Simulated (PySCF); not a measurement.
GeFBr, SMILES [Ge]([Br])[F] (connectivity only; charge and spin as stated), neutral, multiplicity 1.

Geometry: PBE0-D3(BJ)/def2-TZVP.

Method: M06-2X/def2-TZVPD (PySCF).

Symmetry labels are those of the subgroup Cs that the program uses (full group Cs).

Computed valence orbital energies around the gap with their symmetry:
```
orbital  symmetry  energy (eV)
-------  --------  -----------
HOMO−7         A'       -23.39
HOMO−6         A'       -16.83
HOMO−5         A'       -14.27
HOMO−4         A"       -14.15
HOMO−3         A'       -12.99
HOMO−2         A"       -10.14
HOMO−1         A'       -10.01
HOMO           A'        -9.24
LUMO           A"        -2.11
LUMO+1         A'         0.04
LUMO+2         A'         0.38
LUMO+3         A'         0.73
```
